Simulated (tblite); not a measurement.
Species: C7H13OPS.
Atom-mapped SMILES: `[CH3:1][O:2][CH2:3][P@H:4](=[S:5])[C:6]1=[CH:7][CH2:8][CH2:9][CH2:10]1` (hydrogens: H11, H12, H13 on C1; H14, H15 on C3; H16 on P4; H17 on C7; H18, H19 on C8; H20, H21 on C9; H22, H23 on C10)

Cartesian coordinates in Å at the GFN2-xTB level; atoms count from 1:
```
atom  x, y, z in Å
C1     3.8827    0.2027   -0.3782
O2     2.7764    0.0339   -1.2338
C3     1.7543   -0.7129   -0.6552
P4     0.9556    0.1733    0.7989
S5     1.5237   -0.4298    2.5442
C6    -0.8167    0.1172    0.4800
C7    -1.6951   -0.5100    1.2585
C8    -3.0907   -0.3693    0.7437
C9    -2.8978    0.2047   -0.6723
C10   -1.4827    0.8068   -0.6817
H11    3.5959    0.7271    0.5426
H12    4.6125    0.7953   -0.9255
H13    4.3170   -0.7656   -0.1052
H14    2.1159   -1.6850   -0.2776
H15    1.0069   -0.8886   -1.4339
H16    1.2457    1.4998    0.4399
H17   -1.4555   -1.0358    2.1670
H18   -3.6243   -1.3201    0.7388
H19   -3.6486    0.3173    1.3866
H20   -3.6564    0.9430   -0.9242
H21   -2.9558   -0.6028   -1.4032
H22   -1.5048    1.8850   -0.5004
H23   -0.9629    0.6407   -1.6259
```

Calculated harmonic vibrations of the isolated species, GFN2-xTB (tblite), most abundant isotopes, no scaling. The method is semi-empirical: single wavenumbers can be off by several per cent or more. Modes of hydrogen on phosphorus can be 10 to 20 % off. One conformer, not necessarily the lowest.

Harmonic wavenumbers (cm⁻¹): 35.7, 43.1, 73.1, 108.5, 123.9, 138.7, 181.4, 184.3, 249.7, 259.2, 292.6, 405.3, 414.5, 466.7, 634.0, 654.0, 740.8, 786.7, 789.8, 814.2, 845.7, 862.1, 895.2, 905.3, 965.6, 967.8, 1003.9, 1038.4, 1082.7, 1096.1, 1101.5, 1110.1, 1125.3, 1132.7, 1184.6, 1190.1, 1212.4, 1232.7, 1248.1, 1282.8, 1289.4, 1318.8, 1403.5, 1408.9, 1459.0, 1460.1, 1470.0, 1476.7, 1492.5, 1658.5, 2179.5, 2819.3, 2898.7, 2931.8, 2946.6, 2947.3, 2949.3, 2984.8, 2991.5, 2997.4, 3020.0, 3035.5, 3117.0.

A = 1610, B = 595.1, C = 461.5 MHz; mass 176.042 u (most abundant isotopes); point group C1, symmetry number 1.

What is the zero-point energy?

½Σν̃ = 40568 cm⁻¹ = 485.29 kJ/mol.

Give the ideal-gas entropy at 298.15 K and 1 bar in the rigid-rotor, harmonic-oscillator model (classical rotation).

Translation 173.34, rotation 129.56, vibration 164.35: S = 467.3 J/(mol K).

And Cp and H(298.15 K) − H(0)?

Cp = 187.57 J/(mol K), of which vibrations give 154.31 (their classical limit is 63 R = 523.8); H(298.15 K) − H(0) = 34.31 kJ/mol without the zero-point energy, 24.40 from vibrations.

What must be added to the electronic energy to get the Gibbs energy at 298.15 K and 1 bar?

ZPE + [H(298.15 K) − H(0)] − T·S = 485.29 + 34.31 − 139.31 = 380.29 kJ/mol.

Which modes carry the vibrational entropy at 298.15 K?

35.7 cm⁻¹: 22.95; 43.1 cm⁻¹: 21.39; 73.1 cm⁻¹: 17.02; 108.5 cm⁻¹: 13.79; 123.9 cm⁻¹: 12.71; 138.7 cm⁻¹: 11.81 J/(mol K); the other 57 give 64.69 together.

Hindered rotation and anharmonicity are outside this model. Other conformers, if any are populated, would add a mixing term that is left out. The structure is chiral; the term R ln 2 for an equal mix with its mirror image is left out.
